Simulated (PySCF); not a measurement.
CH$_{4}$F$_{2}$GeO$_{2}$ (SMILES C[O][Ge]([OH])([F])[F]), singlet, at a GFN2-xTB geometry, with bond 9-1 at 1.4 times its length; CASSCF(2,4)+NEVPT2/STO-3G in PySCF.

Here is a job for PySCF.
```python
from pyscf import gto, scf, mcscf, mrpt
import numpy

mol = gto.Mole()
mol.atom = '''
    C    -2.33129374   -0.33590795    0.91372663
    O    -1.27184066    0.50205532    0.44387401
    Ge    0.26926666    0.04403082   -0.08460113
    O     1.09359928   -1.04819646    0.92497678
    F     1.12854884    1.49618845   -0.26201991
    F     0.28048922   -0.61465016   -1.67869182
    H    -1.99605163   -0.98224799    1.72533238
    H    -2.73307158   -0.94705027    0.10477048
    H    -3.40910102    0.61569554    1.42419081
    H     1.94609728   -1.37276425    0.63202853
'''
mol.basis = 'sto-3g'
mol.verbose = 3
mol.build()

mf = scf.RHF(mol)
mf.kernel()
mc = mcscf.CASSCF(mf, 4, 2)
mc.fix_spin_(ss=0.0)
mc.kernel()
occ = numpy.linalg.eigvalsh(mc.fcisolver.make_rdm1(mc.ci, mc.ncas, mc.nelecas))[::-1]
ss = mc.fcisolver.spin_square(mc.ci, mc.ncas, mc.nelecas)[0]
print('natural occupations', occ.round(4), ' <S^2>', round(ss, 4))
e2 = mrpt.NEVPT(mc).kernel()
print('E(NEVPT2) = %.10f' % (mc.e_tot + e2))
```

What the program printed (banner, timings and long lists left out):

```
converged SCF energy = -2435.21800979259
CASSCF energy = -2435.25791865227
CASCI E = -2435.25791865227  E(CI) = -1.47115965128614  S^2 = 0.0000000
natural occupations [1.9148e+00 8.5000e-02 2.0000e-04 0.0000e+00]  <S^2> 0.0

WARN: Active orbitals [3] (occs = [7.94278374e-07]) are canonicalized with external orbitals

Sr    (-1)',   E = -0.00000106377986
Si    (+1)',   E = -0.00258791745579
Sijrs (0)  ,   E = -0.08544684339935
Sijr  (+1) ,   E = -0.05641972559511
Srsi  (-1) ,   E = -0.00105023590779
Srs   (-2) ,   E = -0.00010915840776
Sij   (+2) ,   E = -0.01838680068496
Sir   (0)' ,   E = -0.00542886069573
Nevpt2 Energy = -0.169430605926372
E(NEVPT2) = -2435.4273492582
```
